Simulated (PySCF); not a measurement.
NICS in isomers of C6H5OPS.

NICS = −σ at a ghost point: NICS(0) at the centroid of the ring atoms, NICS(1) 1 Å to either side along the normal of their mean plane, zz for the tensor component along that normal. Level: GIAO PBE0/pcSseg-1 (PySCF, non-relativistic, gas phase) on the GFN2-xTB geometries, one conformer each. Atom numbers follow the mapped SMILES.

Question: Order these rings by mean NICS(1)zz, lowest (most negative) first (ppm).
A. ring C3–P4–C5–C8–S9 in `[CH:1]#[C:2][c:3]1[p:4][c:5]([O:6][CH3:7])[cH:8][s:9]1`
B. ring C3–C4–O5–C6–P9 in `[CH:1]#[C:2][c:3]1[cH:4][o:5][c:6]([S:7][CH3:8])[p:9]1`
C. ring C3–P4–C5–C6–S9 in `[CH:1]#[C:2][c:3]1[p:4][cH:5][c:6]([O:7][CH3:8])[s:9]1`

Answer: A (-22.8), B (-20.9), C (-18.3).

```tsv
SMILES	ring	NICS(0)	NICS(1)	NICS(1)zz	HOMA	rms pucker (Å)	ring atoms with four or more neighbours
C#Cc1pc(OC)cs1	5-membered ring with P and S; formal bonds all aromatic	-12.5	-11.0	-22.8	0.68	0.00	0
C#Cc1coc(SC)p1	5-membered ring with O and P; formal bonds all aromatic	-10.9	-9.6	-20.9	0.37	0.00	0
C#Cc1pcc(OC)s1	5-membered ring with P and S; formal bonds all aromatic	-10.6	-9.4	-18.3	0.69	0.00	0
```

NICS(0) gives the same order. The isotropic NICS(1) gives the same order. HOMA uses Krygowski's 1993 parameters. NICS(1) and NICS(1)zz are means over the two faces.
